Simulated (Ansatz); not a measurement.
Basis sets compared for `O[Si](O)(O)C12CC3CC(CC(C3)C1)C2`. The state is a singlet with charge 0. Geometry PBE-D4/def2-SVP. Ansatz on 6 threads of Intel Xeon on a shared host; times are rough, and most runs start from earlier orbitals.

```xyz
32

O     0.200   -1.208   -3.327
Si   -0.927   -1.260   -2.079
O    -2.356   -0.540   -2.598
O    -1.240   -2.866   -1.688
C    -0.259   -0.351   -0.580
C     1.074   -0.994   -0.117
C     1.622   -0.247    1.115
C     1.871    1.230    0.749
C     0.548    1.884    0.303
C    -0.479    1.801    1.449
C    -0.730    0.325    1.816
C     0.594   -0.327    2.261
C    -1.281   -0.422    0.585
C    -0.001    1.138   -0.930
H    -0.160   -0.847   -4.155
H    -3.101   -1.163   -2.653
H    -0.761   -3.498   -2.252
H     0.908   -2.066    0.127
H     1.816   -0.963   -0.945
H     2.576   -0.718    1.436
H     2.291    1.775    1.622
H     2.623    1.298   -0.067
H     0.728    2.948    0.039
H    -1.432    2.285    1.142
H    -0.106    2.358    2.337
H    -1.471    0.267    2.643
H     0.988    0.187    3.165
H     0.420   -1.388    2.543
H    -2.246    0.027    0.264
H    -1.486   -1.484    0.842
H    -0.945    1.614   -1.276
H     0.722    1.205   -1.772
```

Binding counts from free atoms (O triplet, Si triplet, C triplet, H doublet) in the same basis, without a counterpoise term.

```tsv
level	functions	energy (Eh)	HOMO (eV)	LUMO (eV)	binding per atom (eV)	wall time
PBE-D4/def2-SVP	290	-905.8245	-5.77	0.08	4.65	4.7 s
PBE0-D4/def2-SVP	290	-905.9264	-7.08	1.00	4.58	9.5 s
```

(1) Estimate the rows for PBE-D4/def2-TZVP, PBE0-D4/def2-TZVP (with forces).

## Answers

(1) 
| level | functions | energy (Eh) | HOMO (eV) | LUMO (eV) | binding per atom (eV) | wall time |
| --- | --- | --- | --- | --- | --- | --- |
| PBE-D4/def2-TZVP | 548 | -906.6240 | -5.90 | -0.49 | 4.61 | 13 s |
| PBE0-D4/def2-TZVP (with forces) | 548 | -906.7156 | -7.13 | 0.37 | 4.54 | 46 s |
